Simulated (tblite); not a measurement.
C6H8O3 (charge +1 and doublet state).
Structure used (GFN2-xTB), in Å, numbered top down from 1:
```
atom  x, y, z in Å
O1     2.325    0.989    0.784
C2     2.484   -0.057    0.210
O3     1.670   -0.694   -0.568
C4     0.368   -0.187   -0.922
C5    -0.133    1.065   -0.188
C6    -1.232    0.693    0.796
C7    -1.593   -0.741    0.453
O8    -1.949   -0.895   -0.880
C9    -0.659   -1.263   -0.560
H10    3.430   -0.629    0.304
H11    0.414   -0.019   -2.007
H12    0.752    1.469    0.380
H13   -0.431    1.852   -0.884
H14   -0.913    0.731    1.842
H15   -2.083    1.372    0.701
H16   -2.087   -1.370    1.181
H17   -0.372   -2.303   -0.652
```

Method: GFN2-xTB as coded in tblite; computed harmonic values from a numerical Hessian at the method's own geometry, unscaled. Errors from tens to a few hundred cm⁻¹ against measured bands are possible. One conformer, not necessarily the lowest. Open shells enter through the occupations alone, without spin polarisation, and single modes of such species can be off by tens of per cent.

Harmonic wavenumbers (cm⁻¹): 34.6, 102.7, 208.7, 306.9, 328.7, 391.5, 397.9, 488.9, 642.2, 667.2, 724.0, 791.2, 837.8, 854.6, 900.4, 916.0, 949.1, 967.6, 980.0, 1005.9, 1047.4, 1058.1, 1073.9, 1095.5, 1113.6, 1151.0, 1160.8, 1188.7, 1199.3, 1234.6, 1250.6, 1261.2, 1282.4, 1311.2, 1373.4, 1415.1, 1700.0, 2531.5, 2771.9, 2904.6, 2941.1, 2976.3, 2996.1, 3047.5, 3056.4.

A = 3575, B = 1295, C = 1088 MHz; mass 128.047 u (most abundant isotopes); point group C1, symmetry number 1; spin multiplicity 2.

**Question.** What is the zero-point energy?

**Answer.** ½Σν̃ = 28319 cm⁻¹ = 338.77 kJ/mol.

**Question.** Entropy at 400 K, 1 bar (ideal gas, RRHO, classical rotation)?

**Answer.** Translation 175.48, rotation 123.10, vibration 116.22, spin (R ln 2) 5.76: S = 420.6 J/(mol K).

**Question.** And Cp and H(400 K) − H(0)?

**Answer.** Cp = 177.04 J/(mol K), of which vibrations give 143.78 (their classical limit is 45 R = 374.2); H(400 K) − H(0) = 38.71 kJ/mol without the zero-point energy, 25.41 from vibrations.

**Question.** Blend soft modes into free rotors: weight 1/[1 + (100 cm⁻¹/ν̃)⁴] for the oscillator and the rest for a rotor with moment μB/(μ + B), μ = h/(8π²ν), B = 10⁻⁴⁴ kg m². What vibrational entropy results?

**Answer.** 106.56 J/(mol K) in place of 116.22, which changes −T·S at 400 K by +3.86 kJ/mol.

**Question.** Which modes carry the vibrational entropy at 400 K?

**Answer.** 34.6 cm⁻¹: 25.65; 102.7 cm⁻¹: 16.64; 208.7 cm⁻¹: 10.89; 306.9 cm⁻¹: 7.90; 328.7 cm⁻¹: 7.39; 391.5 cm⁻¹: 6.12 J/(mol K); the other 39 give 41.62 together.

**Question.** What must be added to the electronic energy to get the Gibbs energy at 400 K and 1 bar?

**Answer.** ZPE + [H(400 K) − H(0)] − T·S = 338.77 + 38.71 − 168.23 = 209.25 kJ/mol.

Hindered rotation and anharmonicity are outside this model. Other conformers, if any are populated, would add a mixing term that is left out. The structure is chiral; the term R ln 2 for an equal mix with its mirror image is left out.
